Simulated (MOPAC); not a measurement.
Input for MOPAC: PM7 on RuSe, 2S+1 = 7, a spin state set in the input, which need not be the lowest, a point of a bond scan (R = 2.387 Å).

```
PM7 1SCF PRECISE CHARGE=0 UHF MS=3 THREADS=1
RuSe

Ru     0.00000000 1     0.00000000 1     0.00000000 1
Se     0.00000000 1     0.00000000 1     2.38651900 1
```

The log:

```
*******************************************************************************
 **                                                                           **
 **                              MOPAC v23.2.5                                **
 **                                                                           **
 *******************************************************************************
 ** MOPAC's Digital Object Identifier: https://doi.org/10.5281/zenodo.6511958 **
 **                                                                           **
 ** Please cite the open-source release paper for use of this MOPAC version:  **
 ** J. E. Moussa and J. J. P. Stewart (2026)                                  **
 ** MOPAC: An open-source semiempirical molecular orbital program             **
 ** J. Open Source Softw., 11(119), 8025, https://doi.org/10.21105/joss.08025 **
 *******************************************************************************

                              PM7 CALCULATION RESULTS

 *******************************************************************************
 *  PM7        - The PM7 Hamiltonian to be used
 *  UHF        - UNRESTRICTED HARTREE-FOCK CALCULATION
 *
 *
 *
 *                 CHARGE ON SYSTEM = 0
 *
 *
 *
 *  MS=        - IN MECI, MAGNETIC COMPONENT OF SPIN =  3.0
 *  PRECISE    - TIGHTER CRITERIA TO BE USED
 *  1SCF       - DO 1 SCF AND THEN STOP
 *  THREADS=1  - MULTI-THREADING NOT USED
 *  T=         - A TIME OF 172800.0 SECONDS REQUESTED
 *  DUMP=N     - RESTART FILE WRITTEN EVERY 7200.0 SECONDS REQUESTED
 *******************************************************************************
PM7 1SCF PRECISE CHARGE=0 UHF MS=3 THREADS=1
 RuSe

   ATOM   CHEMICAL          X               Y               Z
  NUMBER   SYMBOL      (ANGSTROMS)     (ANGSTROMS)     (ANGSTROMS)

     1      Ru          0.00000000  *   0.00000000  *   0.00000000  *
     2      Se          0.00000000  *   0.00000000  *   2.38651900  *



          CARTESIAN COORDINATES

    NO.       ATOM           X           Y           Z

     1        Ru          0.0000      0.0000      0.0000
     2        Se          0.0000      0.0000      2.3865

 General Reference for PM7:
 "Optimization of Parameters for Semiempirical Methods VI: More Modifications to the
 NDDO Approximations and Re-optimization of Parameters", J. J. P. Stewart, J. Mol. Mod., 1:32, 19 (2013)
 https://link.springer.com/article/10.1007/s00894-012-1667-x

           Empirical Formula: Ru Se  =     2 atoms



      MOLECULAR POINT GROUP   :   C*v


          UHF CALCULATION, NO. OF ALPHA ELECTRONS =   10
                           NO. OF BETA  ELECTRONS =    4

 -------------------------------------------------------------------------------
 PM7 1SCF PRECISE CHARGE=0 UHF MS=3 THREADS=1
 RuSe



     1SCF WAS SPECIFIED, SO BFGS WAS NOT USED
     SCF FIELD WAS ACHIEVED


                              PM7 CALCULATION
                                                       MOPAC v23.2.5 Linux




          FINAL HEAT OF FORMATION =        184.71952 KCAL/MOL =     772.86647 KJ/MOL


          COSMO AREA              =        108.16 SQUARE ANGSTROMS
          COSMO VOLUME            =         99.26 CUBIC ANGSTROMS

          IONIZATION POTENTIAL    =          7.759162 EV
          ALPHA SOMO LUMO (EV)    =         -7.759 -2.260
          BETA  SOMO LUMO (EV)    =         -8.416 -2.621
          NO. OF ALPHA ELECTRONS  =         10
          NO. OF BETA  ELECTRONS  =          4
          MOLECULAR WEIGHT        =        180.0300         POINT GROUP:  C*v

          MOLECULAR DIMENSIONS (Angstroms)

            Atom       Atom       Distance
           Se     2   Ru     1     2.38652
           Se     2   Ru     1     0.00000
           Ru     1   Se     2     0.00000


          SCF CALCULATIONS        =          1





   ATOM   CHEMICAL          X               Y               Z
  NUMBER   SYMBOL      (ANGSTROMS)     (ANGSTROMS)     (ANGSTROMS)

     1      Ru          0.00000000  *   0.00000000  *   0.00000000  *
     2      Se          0.00000000  *   0.00000000  *   2.38651900  *

                             CARTESIAN COORDINATES

   1   Ru        0.000000000     0.000000000     0.000000000
   2   Se        0.000000000     0.000000000     2.386519000


           Empirical Formula: Ru Se  =     2 atoms



      MOLECULAR POINT GROUP   :   C*v


          ALPHA EIGENVALUES
 -24.07826 -10.63948 -10.19447 -10.19447  -9.91314  -9.91314  -9.68235  -7.84344
  -7.84344  -7.75916  -2.25986  -2.25986  -0.91926


           BETA EIGENVALUES
 -20.42978  -9.34364  -8.41586  -8.41586  -2.62081  -2.62081  -2.32371  -2.25849
  -2.25849  -0.51915   2.30895   2.30895   2.49665


              NET ATOMIC CHARGES AND DIPOLE CONTRIBUTIONS

  ATOM NO.   TYPE          CHARGE      No. of ELECS.   s-Pop       p-Pop       d-Pop
    1         Ru          -0.105452        8.1055     1.18378     0.84480     6.07687
    2         Se           0.105452        5.8945     1.96272     3.93183
 DIPOLE           X         Y         Z       TOTAL
 POINT-CHG.     0.000     0.000     1.209     1.209
 HYBRID        -0.000    -0.000    -0.387     0.387
 SUM           -0.000    -0.000     0.822     0.822


          ATOMIC ORBITAL ELECTRON POPULATIONS

     Atom    s        px        py        pz      x^2-y^2     xz        z^2       yz        xy
    1 Ru   1.18378   0.12687   0.12687   0.59107   1.00000   1.51748   1.04192   1.51748   1.00000
    2 Se   1.96272   1.35566   1.35566   1.22052


                    (SZ)    =    3.000000
                    (S**2)  =   12.097942


          ATOMIC ORBITAL SPIN POPULATIONS

    Atom   Total    s     px     py     pz   x^2-y^2  xz     z^2    yz     xy
         Atomic
    1 Ru  4.7454  0.523  0.059  0.059  0.424  1.000  0.380  0.922  0.380  1.000
    2 Se  1.2546  0.026  0.562  0.562  0.105

 **********************
 *                    *
 * JOB ENDED NORMALLY *
 *                    *
 **********************




 == MOPAC DONE ==
```

The run finished.

Cost: roughly 0.020 core-seconds.
